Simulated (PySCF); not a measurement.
C3H10BClSi, SMILES CB(C)C[SiH2]Cl, GFN2-xTB optimised geometry.

```
16

Si    -1.36     1.76     1.77
Cl     0.28     2.00     2.92
C     -0.85     1.27     0.00
B     -0.07    -0.10     0.00
C      1.50    -0.10     0.00
C     -0.87    -1.46     0.06
H     -2.06     3.05     1.75
H     -2.19     0.74     2.40
H     -1.77     1.21    -0.58
H     -0.25     2.09    -0.41
H      1.90     0.44    -0.86
H      1.88     0.44     0.87
H      1.95    -1.09     0.01
H     -1.95    -1.34     0.08
H     -0.58    -2.03     0.94
H     -0.62    -2.09    -0.79
```

Density from PBE0/def2-TZVP run with PySCF at that geometry.

Minimum of the electron density along straight lines between bonded atoms, close to the bond critical point (lines longer than 1.1 times the sum of covalent radii, or with two minima, are not listed):

```tsv
bond	length / Å	ρ at the minimum / e bohr⁻³	∇²ρ there / e bohr⁻⁵	position (fraction from the first atom)
Si1–Cl2	2.021	0.103	0.27	0.37
Si1–C3	1.906	[?]	0.13	0.39
C3–B4	1.570	0.181	[?]	0.67
B4–C5	1.577	0.185	-0.29	0.33
B4–C6	1.578	0.185	-0.29	0.33
Si1–H7	1.464	0.127	0.17	0.49
Si1–H8	1.462	0.128	0.18	0.49
C3–H9	1.090	0.269	-0.88	0.64
C3–H10	1.091	0.270	-0.89	0.64
C5–H11	1.090	0.270	-0.89	0.64
C5–H12	1.090	0.270	-0.89	0.64
C5–H13	1.087	0.276	-0.93	0.64
C6–H14	1.088	0.275	-0.93	0.64
C6–H15	1.090	0.270	-0.89	0.64
C6–H16	1.090	0.270	-0.89	0.64
```

### Question
Some entries are withheld; supply them.

### Answer

- Si1–C3, ρ at the minimum / e bohr⁻³: 0.114
- C3–B4, ∇²ρ there / e bohr⁻⁵: -0.22
